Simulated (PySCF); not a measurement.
Si(H)(Me)2(OH) (C2H8OSi), SMILES O[SiH](C)C.

Geometry optimised at B3LYP-D3(BJ)/def2-SVP. One conformer was computed; it need not be the lowest.

Two levels are set side by side: PBE/def2-TZVP (PySCF) and CAM-B3LYP/def2-TZVP (PySCF). Same geometry, gas phase. Differences are taken from unrounded values.

```
quantity                     CAM-B3LYP
---------------------------  ---------
orbital gap (eV)                 11.07
highest occupied level (eV)      -9.59
lowest empty level (eV)           1.48
dipole moment (D)                 1.94
mean polarisability (bohr³)       53.4
```

Problem. What does PBE give, and how far is it from CAM-B3LYP? (Estimate from the structure and the level; the computed values follow.)

Solution. 
```json
[
 {"quantity": "orbital gap (eV)", "PBE": "6.55", "PBE minus CAM-B3LYP": "-4.52"},
 {"quantity": "highest occupied level (eV)", "PBE": "-6.70", "PBE minus CAM-B3LYP": "2.89"},
 {"quantity": "lowest empty level (eV)", "PBE": "-0.15", "PBE minus CAM-B3LYP": "-1.63"},
 {"quantity": "dipole moment (D)", "PBE": "1.88", "PBE minus CAM-B3LYP": "-0.06"},
 {"quantity": "mean polarisability (bohr³)", "PBE": "56.0", "PBE minus CAM-B3LYP": "2.6"}
]
```

Without exact exchange PBE keeps part of each electron's self-repulsion, which lifts occupied levels and narrows the gap. Loosely held outer electrons make PBE densities more polarisable. Differences between two approximate levels are no errors against the true value.

Rough cost on one machine, each run with all the roots and properties that it gave: CAM-B3LYP against PBE within a factor of 2.
